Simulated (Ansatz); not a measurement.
Relaxation of FH4NSeSi (8 atoms, charge 0, multiplicity 1), to a largest force component of 0.015 eV/Å in at most 40 steps.

Level of theory: RKS r2SCAN/def2-SVP in Ansatz.

```xyz
8
Properties=species:S:1:pos:R:3:forces:R:3
N -0.474 1.138 -0.208 -2.84 0.21 1.00
Si 0.540 -0.201 0.172 0.78 0.28 0.88
F 0.771 -0.251 1.824 -0.06 0.17 -1.14
Se -0.371 -2.127 -0.509 -1.40 -0.24 0.71
H -1.411 0.783 -0.613 1.85 0.85 0.68
H -0.752 1.677 0.674 0.54 -0.70 -1.51
H 1.858 -0.035 -0.515 -0.10 -0.23 0.32
H -1.609 -1.843 0.404 1.23 -0.34 -0.92
```

**Question.** Where does it end, and by what steps?

**Answer.** The forces met the threshold. After 12 steps the energy has fallen by 0.368 eV; N1 moved furthest, 0.42 Å.

| step | energy less start (eV) | largest force component (eV/Å) | accepted |
| --- | --- | --- | --- |
| 0 | 0.0000 | 2.838 | yes |
| 1 | -0.2526 | 1.152 | yes |
| 2 | -0.2900 | 0.432 | yes |
| 3 | -0.3123 | 0.369 | yes |
| 4 | -0.3379 | 0.431 | yes |
| 5 | -0.3501 | 0.242 | yes |
| 6 | -0.3456 | 0.465 | no |
| 7 | -0.3586 | 0.282 | yes |
| 8 | -0.3619 | 0.322 | yes |
| 9 | -0.3645 | 0.247 | yes |
| 10 | -0.3676 | 0.070 | yes |
| 11 | -0.3678 | 0.074 | yes |
| 12 | -0.3680 | 0.014 | yes |

```xyz
8
Properties=species:S:1:pos:R:3
N -0.724 0.966 0.081
Si 0.495 -0.222 0.236
F 0.919 -0.189 1.805
Se -0.339 -2.212 -0.462
H -1.333 1.000 -0.728
H -0.639 1.869 0.539
H 1.772 -0.069 -0.510
H -1.600 -2.002 0.268
```

Whether the end is a true minimum wasn't checked by a vibrational analysis.

Run time: 72 s on 2 threads of Intel(R) Xeon(R) Processor @ 2.50GHz (Skylake/Cascade Lake), on a shared host, peak memory 0.18 GiB.
